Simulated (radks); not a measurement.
Task: All-electron atom: the molybdenum ion Mo26+ in [Ne] 3s2 3p4 (the NIST ground configuration). Method: Dirac Kohn-Sham, exchange-only PBE, spin-unpolarised, spherical densities, finite nucleus; open shells fill j = l - 1/2 first; Fermi nuclear charge, rms radius 4.4091 fm; computed with a radial shooting solver on a logarithmic mesh with Libxc functionals. Some entries of the table are withheld. Estimate them.

| orbital | occ. | eigenvalue (hartree) | <r> (bohr) |
|---|---|---|---|
| 1s1/2 | 2 | -773.0696 | 0.03516 |
| 2s1/2 | 2 | -146.5032 | (1) |
| 2p1/2 | 2 | -138.6777 | 0.1292 |
| 2p3/2 | 4 | -134.6842 | 0.1336 |
| 3s1/2 | 2 | -53.48993 | 0.3798 |
| 3p1/2 | 2 | -50.71859 | (2) |
| 3p3/2 | 2 | -49.80710 | (3) |

Result: 
(1) 2s1/2 <r> (bohr): 0.1517
(2) 3p1/2 <r> (bohr): 0.3653
(3) 3p3/2 <r> (bohr): 0.3723
